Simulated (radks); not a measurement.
The neon ion Ne+, configuration [He] 2s2 2p5 (the NIST ground configuration).

All-electron calculation, Dirac Kohn-Sham, PBE, spin-unpolarised, spherical densities, finite nucleus; open shells are shared between the two j in proportion to 2j + 1; Fermi nuclear charge, rms radius 3.0055 fm. Program: a radial shooting solver on a logarithmic mesh with Libxc functionals.

Energy parts (eV):
part                     energy
total                 -3488.160
kinetic                3488.804
electron-nucleus      -8256.345
Hartree                1601.062
exchange-correlation   -321.681

Orbitals (lengths in bohr, moments of r in powers of bohr; <r^-3> diverges for s and p1/2):
\begin{tabular}{lrrrr}
orbital & occ. & eigenvalue (eV) & <r^-3> & small-component weight \\ \hline
1s1/2 & 2 & -853.3745 & - & 1.23e-03 \\
2s1/2 & 2 & -55.6480 & - & 1.50e-04 \\
2p1/2 & 1.66667 & -32.3522 & - & 1.30e-04 \\
2p3/2 & 3.33333 & -32.2337 & 12.80 & 1.29e-04 \\
\end{tabular}

The highest occupied level is 2p3/2 at -32.234 eV. Summed over all electrons, <r^2> = 6.924 bohr^2, which gives a Langevin (diamagnetic) susceptibility term of -5.48 x 10^-6 cm^3/mol. For comparison, the ionisation energy in NIST's Atomic Spectra Database is 40.963 eV (measured). In exact Kohn-Sham theory the highest level is minus the ionisation energy, but local and semilocal functionals leave it too shallow, through self-interaction and a potential that decays too fast; potentials with the right tail come closer. The density falls to 0.001 e/bohr^3 at r = 2.63 bohr.

Beside tabulated values, note that spin-unpolarised runs miss the spin-polarisation part of the exchange energy of open shells.
